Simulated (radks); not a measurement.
Q: Mn III, 23 electrons, occupied as [Ar] 3d5. Calculated with a radial shooting solver on a logarithmic mesh with Libxc functionals: scalar-relativistic Kohn-Sham, PBE, spin-polarised, spherical densities, finite nucleus; open shells are filled with parallel spins first; Fermi nuclear charge, rms radius 3.7057 fm. Some entries of the table are withheld. Estimate them.

| orbital | occ. | eigenvalue (hartree) | <r> (bohr) |
|---|---|---|---|
| 1s down | 1 | -236.9068 | 0.06090 |
| 1s up | 1 | -236.9059 | 0.06090 |
| 2s up | 1 | -27.98468 | 0.2797 |
| 2s down | 1 | -27.90651 | 0.2791 |
| 2p up | 3 | -23.79660 | 0.2474 |
| 2p down | 3 | -23.73730 | 0.2468 |
| 3s up | 1 | (1) | 0.8517 |
| 3s down | 1 | (2) | 0.8545 |
| 3p up | 3 | (3) | 0.9030 |
| 3p down | 3 | (4) | 0.9088 |
| 3d up | 5 | -0.95087 | (5) |
| 3d down | 0 | -0.77243 | (6) |
| 4s up | 0 | -0.73776 | 2.557 |
| 4p up | 0 | -0.52835 | 3.031 |

A: 
(1) 3s up eigenvalue (hartree): -3.87170
(2) 3s down eigenvalue (hartree): -3.67542
(3) 3p up eigenvalue (hartree): -2.72200
(4) 3p down eigenvalue (hartree): -2.52897
(5) 3d up <r> (bohr): 1.131
(6) 3d down <r> (bohr): 1.190
